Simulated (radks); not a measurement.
Results of a calculation; reference values are marked as such.
Question: The table gives one normalised radial function P(r) = r R(r) (large component) of H in 2s1 (r in bohr). Code: a radial shooting solver on a logarithmic mesh with Libxc functionals. Model: Dirac Kohn-Sham, BLYP, spin-unpolarised, spherical densities, finite nucleus; Gaussian nuclear charge, rms radius 0.8783 fm.

| r | P |
|---|---|
| 0.06069 | 0.0397 |
| 0.0668 | 0.0434 |
| 0.07295 | 0.0471 |
| 0.0803 | 0.0514 |
| 0.08839 | 0.0561 |
| 0.09729 | 0.0611 |
| 0.1071 | 0.0666 |
| 0.1179 | 0.0724 |
| 0.1287 | 0.0782 |
| 0.1417 | 0.0848 |
| 0.156 | 0.0919 |
| 0.1717 | 0.0994 |
| 0.189 | 0.1073 |
| 0.208 | 0.1156 |
| 0.2272 | 0.1236 |
| 0.2501 | 0.1325 |
| 0.2753 | 0.1417 |
| 0.303 | 0.1510 |
| 0.3335 | 0.1603 |
| 0.3671 | 0.1696 |
| 0.4041 | 0.1785 |
| 0.4413 | 0.1862 |
| 0.4858 | 0.1939 |
| 0.5347 | 0.2005 |
| 0.5886 | 0.2057 |
| 0.6479 | 0.2092 |
| 0.7132 | 0.2104 |
| 0.7788 | 0.2093 |
| 0.8572 | 0.2051 |
| 0.9436 | 0.1973 |
| 1.039 | 0.1855 |
| 1.143 | 0.1692 |
| 1.259 | 0.1482 |
| 1.374 | 0.1244 |
| 1.513 | 0.0933 |
| 1.665 | 0.0568 |
| 1.833 | 0.0151 |
| 2.018 | -0.0313 |
| 2.221 | -0.0816 |
| 2.425 | -0.1305 |
| 2.67 | -0.1863 |
| 2.939 | -0.2437 |
| 3.235 | -0.3012 |
| 3.561 | -0.3563 |
| 3.919 | -0.4034 |
| 4.314 | -0.4349 |
| 4.711 | -0.4493 |
| 5.186 | -0.4501 |
| 5.709 | -0.4357 |
| 6.284 | -0.4077 |
| 6.917 | -0.3683 |
| 7.614 | -0.3209 |
| 8.314 | -0.2736 |
| 9.152 | -0.2213 |
| 10.07 | -0.1717 |
| 11.09 | -0.1275 |
| 12.21 | -0.0904 |
| 13.44 | -0.0610 |
| 14.67 | -0.0405 |
| 16.15 | -0.0246 |
| 17.78 | -0.0140 |
| 19.57 | -0.0075 |

Which n and l does it have? It may be an empty orbital.

Answer: n = 2, l = 0: the number of nodes gives n - l - 1 = 1, the rise at small r points to l (this Dirac orbital starts outside the nucleus as r^gamma with gamma = sqrt((l + 1)^2 - (Z/c)^2) = 1.00; the j = 1/2 orbital of l + 1 starts with the same power, but with a smaller coefficient, and then steepens), and the extent must fit the shell. The curve is that of 2s1/2. 2s1/2: eigenvalue -1.866 eV, 1 radial node at r = 1.89 bohr, <r> = 5.84 bohr, 90 % of the charge inside 8.85 bohr.
